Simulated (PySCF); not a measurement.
H₄O₂SeSi, SMILES [SeH][SiH](O)O, singlet at its B3LYP/def2-SVP optimised geometry (Å):

```
8

Si    -0.8563    -0.2895     0.0000
O      0.8023    -0.2895     0.0000
O     -1.5718    -0.9580    -1.3399
Se    -1.4842    -1.4758     1.8806
H     -1.2632     1.1259     0.0000
H      1.2632    -1.1259     0.1368
H     -1.5695    -1.9198    -1.4197
H     -2.8675    -1.6647     1.4010
```

Level of theory: B3LYP/def2-TZVP (PySCF 2.14.0). Cells within 0.4 Å of a nucleus heavier than hydrogen are left out (blank, or x).

Map of the electrostatic potential (hartree/e), clipped to [-0.08, 0.12] on the plane z = 1.5 Å:

```
|1111111111111111111111111111111|
|1111111111111111111111111111111|
|1111111111111111111111111111111|
|1111111111111111111111111111111|
|1111111111111111111111111111111|
|1111111111111111111111111111111|
|1111111111111111111110011111111|
|1111111111111111111000000111111|
|1111111111111111111000000011111|
|1111111111222221110000000011111|
|1111111122222222110000000001111|
|1111111222333332210000000001111|
|1111112223444443210000000011111|
|1111122234556554210000000011111|
|1112223345677764310000000111111|
|2222234567899875321000001111111|
|2223457999999986421101111111111|
|3334699999999996432111122222222|
|4457999999999997533222222222222|
|5799999999999997543333333322222|
|8999999999999998544444433332222|
|999999999x999998544444443333222|
|9999999999999997544444444333222|
|9999999999999996444444444333322|
|9999999999999964333344443333322|
|7999999999999643333333333333222|
|5566789999985322223333333333222|
|3444445665432111222333333332222|
|3333333322111111122223333322222|
|2222222111000011122222222222222|
|2222211110000011122222222222222|
```
Scale: ten equal steps from -0.027 (start of '0') to 0.120 (end of '9'), in the order '0123456789'; x runs from -3.50 to 3.50, y from -3.50 (bottom) to 3.50 (top).
